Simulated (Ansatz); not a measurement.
`CO[SiH](C)N` + H₂ → `C[SiH2]N` + CH₃OH at 700 K and 1 bar (hydrogenolysis of the Si–O bond).

Isolated molecules relaxed with PBE0-D4/def2-TZVP in Ansatz; ΔE leaves out vibrations. CBS: MP2 limit from def2 TZ/QZ plus the TZ coupled-cluster correction, frozen cores. This one scheme is used for every species. Each species was taken in one conformer, which may not be the lowest.

```csv
species,CCSD(T)/CBS energy (Eh),H − E (kJ/mol),S (J/(mol·K))
`CO[SiH](C)N`,-500.56002,394.6,513.8
H₂,-1.17544,46.8,155.3
`C[SiH2]N`,-386.08232,275.5,406.6
CH₃OH,-115.61712,170.8,288.5
```

H − E and S are ideal-gas, rigid-rotor, harmonic terms from PBE0-D4/def2-TZVP, for one conformer and one mirror image of each species. For small species the MP2-based limit differs from directly extrapolated CCSD(T) by up to some mEh (0.8 for H₂); such offsets cancel only in part. 1 Eh = 2625.50 kJ/mol, R = 8.31446 J/(mol·K).

**Question.** By hand: ΔE, ΔH, ΔS and ΔG.

**Answer.** ΔE = (-386.08232) + (-115.61712) − (-500.56002) − (-1.17544) = 0.03602 Eh = 94.6 kJ/mol. Δ(H − E) = 275.5 + 170.8 − 394.6 − 46.8 = 4.9, so ΔH = 99.5 kJ/mol. ΔS = 406.6 + 288.5 − 513.8 − 155.3 = 26.0 J/(mol·K). ΔG = 99.5 − 700 × (26.0)/1000 = 81.3 kJ/mol.

**Question.** By hand: the equilibrium constant, and the temperature at which ΔG would vanish if ΔH and ΔS stayed fixed.

**Answer.** log₁₀ K = −ΔG/(RT ln 10) = -6.1. ΔG = 0 at ΔH/ΔS = 3827 K, far beyond where these terms or the molecules hold.

ΔH outweighs TΔS. A doubt of 5 kJ/mol in ΔE shifts log₁₀ K by 0.4 here. Other conformers and mirror images would add mixing entropy, several J/(mol·K) or more a flexible species. These are equilibria of isolated gas molecules and say nothing of rates. Largest T1 diagnostic: 0.010 (customary marks: 0.02 for closed shells, 0.045 for open ones).
